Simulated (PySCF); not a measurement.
# Property card for `c1cc(C2CC2)ccp1`

Species: C₈H₉P.
Geometry (PBE0-D3(BJ)/def2-SVP, Å), atoms numbered from 1 in this order:
```xyz
18
C8H9P angstrom
C     -2.801    0.652   -0.143
C     -1.429    0.653    0.079
C     -0.533   -0.267   -0.483
C      0.910   -0.146   -0.150
C      1.984   -0.476   -1.158
C      1.784   -1.365    0.021
C     -1.001   -1.277   -1.338
C     -2.334   -1.449   -1.686
P     -3.667   -0.469   -1.148
H     -3.395    1.424    0.356
H     -1.012    1.421    0.739
H      1.132    0.691    0.518
H      1.656   -0.829   -2.140
H      2.866    0.170   -1.185
H      2.524   -1.349    0.825
H      1.313   -2.340   -0.135
H     -0.272   -1.978   -1.759
H     -2.577   -2.275   -2.362
```

Structural features include: cyclopropane ring.

From PBE0-D3(BJ)/def2-SVP geometry optimisation, gas phase (PySCF):

```yaml
Point_group: Cs
Rotational_constants_A_B_C: 3.877, 0.828, 0.721 GHz
```

From CAM-B3LYP/def2-SVPD ground state, ΔSCF and vertical TDDFT (core frozen in the response) (PySCF):

```yaml
Dipole_moment: 2.38 D
HOMO_energy: -7.70 eV
LUMO_energy: -0.29 eV
HOMO–LUMO_gap: 7.41 eV
Lowest_singlet_excitation: 4.70 eV (264 nm, f = 0.019)
Strongest_line_among_the_10_lowest_singlet_transitions: S8 at 6.63 eV (187 nm, f = 0.635)
Lowest_triplet_excitation_Tamm–Dancoff: 3.07 eV
Static_isotropic_polarisability: 117.4 au
Vertical_ionisation_energy: 8.33 eV
Electronic_spatial_extent_⟨r²⟩_about_the_centre_of_nuclear_charge: 1566 bohr²
```

From PBE0/pcSseg-1 ground state and GIAO shieldings, non-relativistic (PySCF):

```yaml
Lowest_Hirshfeld_atomic_charge: -0.11 e on C1/C8
Highest_Hirshfeld_atomic_charge: +0.07 e on P9
13C_chemical_shifts_computed_TMS_as_zero_by_class: 164.7 (C1/C8), 152.0 (C3), 135.7 (C2/C7), 19.7 (C4), 15.3 (C5/C6) ppm
1H_chemical_shifts_computed_TMS_as_zero_by_class: 8.87 (H10/H18), 7.55 (H11/H17), 1.61 (H12), 1.16 (H14/H15), 0.74 (H13/H16) ppm
Isotropic_shieldings_of_nuclei_other_than_C_and_H_by_class: 106 (P9) ppm
Mayer_bond_orders_between_heavy_atoms: C1–C2 1.47, C2–C3 1.39, C3–C4 1.03, C4–C5 0.93, C5–C6 0.97, C3–C7 1.38, C7–C8 1.49, C8–P9 1.30, P9–C1 1.31, C6–C4 0.93
```

Monoisotopic mass (most abundant isotopes): 136.0442 u.

The principal polarisabilities are 78.2, 112.9 and 161.2 au; their mean is the isotropic value. S1 lies 2.71 eV below the HOMO–LUMO gap; its leading configuration is HOMO→LUMO+1, weight 0.65. The polarisability is 17.40 Å³ as a volume (1 au = 0.148185 Å³), or 1.63 au for each of the 72 electrons. The largest Löwdin shares of the HOMO are 0.26 on P9, 0.16 on C3, 0.11 on C1 and 0.11 on C8. The rotational constants make it an asymmetric top with κ = (2B − A − C)/(A − C) = -0.93, nearer the prolate limit (−1). The dipole matches unit charges of opposite sign 0.50 Å apart (1 e·Å = 4.8032 D). The 10 singlets span 4.70 to 6.94 eV, and their oscillator strengths add up to 1.17.

 NMR classes are plain means over equivalent atoms (diastereotopic ones count apart unless rotation or inversion swaps them), as if these changed places fast; in this geometry the members of some classes differ.

One conformer stands for the species.
